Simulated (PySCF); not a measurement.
Can point charges reproduce the dipole moment of `C(C(=O)C1[SiH2]C[SiH2]1)(F)(F)F`?

Coordinates (GFN2-xTB, Å) and charges (e) from the PBE0/pcSseg-1 density (PySCF):

```csv
atom,x,y,z,Mulliken,IAO,Hirshfeld,ESP-fitted
O1,-0.785,-1.868,0.224,-0.3534,-0.4178,-0.2269,-0.4272
C2,-1.110,-0.703,0.143,+0.1885,+0.3337,+0.1169,+0.3110
C3,-0.252,0.440,0.266,-0.8169,-0.7029,-0.2147,-0.3519
Si4,0.948,0.445,-1.294,+0.7123,+0.7999,+0.3725,+0.4809
C5,2.381,0.038,-0.096,-0.8165,-0.8320,-0.2493,-0.4777
Si6,1.240,0.097,1.450,+0.7330,+0.7883,+0.3647,+0.4670
C7,-2.584,-0.346,-0.189,+0.8293,+0.7626,+0.2504,+0.6347
F8,-2.651,0.408,-1.307,-0.2758,-0.2872,-0.0947,-0.2330
F9,-3.147,0.387,0.790,-0.2725,-0.2817,-0.0952,-0.2207
F10,-3.367,-1.405,-0.386,-0.2502,-0.2588,-0.0870,-0.2075
H11,-0.813,1.362,0.385,+0.1762,+0.1733,+0.0369,+0.0948
H12,0.601,-0.574,-2.276,-0.0419,-0.0990,-0.0606,-0.0648
H13,0.947,1.791,-1.863,-0.0586,-0.1101,-0.0659,-0.0957
H14,2.830,-0.936,-0.269,+0.1810,+0.1717,+0.0435,+0.1293
H15,3.196,0.757,-0.096,+0.1723,+0.1674,+0.0402,+0.1209
H16,1.456,1.262,2.309,-0.0665,-0.1148,-0.0702,-0.1023
H17,1.103,-1.142,2.199,-0.0403,-0.0926,-0.0607,-0.0576
```

Question: What dipole does each set of charges give (1 e·Å = 4.803 D), and what does the density give?

Answer: The full density gives (3.21, 2.22, -0.01) D, 3.90 D in size; dipole vectors point from the negative to the positive end.

```json
{"scheme": "Mulliken", "μx": "4.32", "μy": "2.18", "μz": "0.00", "size (D)": "4.83", "share of the full size (%)": "124", "angle to the full dipole (°)": "8"}
{"scheme": "IAO", "μx": "4.24", "μy": "2.56", "μz": "0.14", "size (D)": "4.96", "share of the full size (%)": "127", "angle to the full dipole (°)": "4"}
{"scheme": "Hirshfeld", "μx": "2.23", "μy": "1.62", "μz": "-0.11", "size (D)": "2.75", "share of the full size (%)": "71", "angle to the full dipole (°)": "2"}
{"scheme": "ESP-fitted", "μx": "3.26", "μy": "2.20", "μz": "0.00", "size (D)": "3.94", "share of the full size (%)": "101", "angle to the full dipole (°)": "1"}
```

Question: Which set comes closest?

Answer: Length of the difference vector: ESP-fitted 0.06 D, IAO 1.10 D, Mulliken 1.11 D, Hirshfeld 1.15 D. Closest: ESP-fitted. 

Question: What is left for the Hirshfeld atoms' own dipoles?

Answer: The Hirshfeld atoms' densities add up to the full density, so μ = Σ q r + Σ (atomic dipoles). The atomic dipoles sum to (3.21, 2.22, -0.01) − (2.23, 1.62, -0.11) = (0.98, 0.60, 0.10) D, 1.15 D in size.

Question: With the origin at the mean of the coordinates, (0.000, 0.001, -0.001) Å, which are the largest single terms, by size, of the IAO dipole along the direction of the full one?

Answer: C7 -8.50, C5 -7.91, F10 +4.43, Si6 +4.05, Si4 +3.98 D; all 17 atoms together +4.95 D. The single terms depend on the origin, their sum doesn't.

Question: Give the size of the full dipole in other units.

Answer: 3.90 D = 1.534 au = 0.812 e·Å = 13.00 × 10⁻³⁰ C·m.

Isolated species at its GFN2-xTB geometry (one conformer only).

These values come from a run that also computed NMR shieldings. On one thread of an Arm Neoverse V1, on a shared host, this took 66 s (grids of density and orbitals included) and 0.97 GiB of memory at its peak.

Conformer computed: `[O:1]=[C:2]([CH:3]1[SiH2:4][CH2:5][SiH2:6]1)[C:7]([F:8])([F:9])[F:10]`: O1–C2–C3–Si4 68°, O1–C2–C7–F8 -122°.
